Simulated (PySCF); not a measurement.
**Electronic structure of B (boron, neutral) at the UHF level**

Configuration: [He] 2s2 2p1, 2P determinant. All numbers are calculated (PySCF 2.14, the non-relativistic Hamiltonian (point nucleus), in def2-TZVP (5s3p2d1f, 31 functions)).

* Total energy: -24.532333 hartree
* One-electron energy: -32.3685 hartree
* Hartree (Coulomb) energy: 11.6056 hartree
* Exchange energy: -3.7695 hartree
* Kinetic energy: 24.53306 hartree
* ⟨S²⟩: 0.7607
* ⟨L²⟩: 2.028
* Sum of ⟨r⟩: 6.798 bohr
* Sum of ⟨r²⟩: 15.76 bohr²
* Traceless quadrupole moment −½Σ⟨3z² − r²⟩ along its main axis: -2.45 e·bohr²
* Density at the nucleus (Gaussians lack the cusp): 69.7 bohr⁻³
* Spin density at the nucleus: 0.0126 bohr⁻³
* Langevin diamagnetic susceptibility: -12.5 ×10⁻⁶ cm³/mol
* Time after the integrals: 0.09 s of wall time on 1 thread of Neoverse-V1 (shared host)

```tsv
shell	electrons	mean orbital energy (hartree)	rms radius, mean of both spins (bohr)
1s α	1	-7.70105	0.379
1s β	1	-7.68564	0.379
2s α	1	-0.54497	2.18
2s β	1	-0.44590	2.18
2p α	1	-0.31861	2.45
```
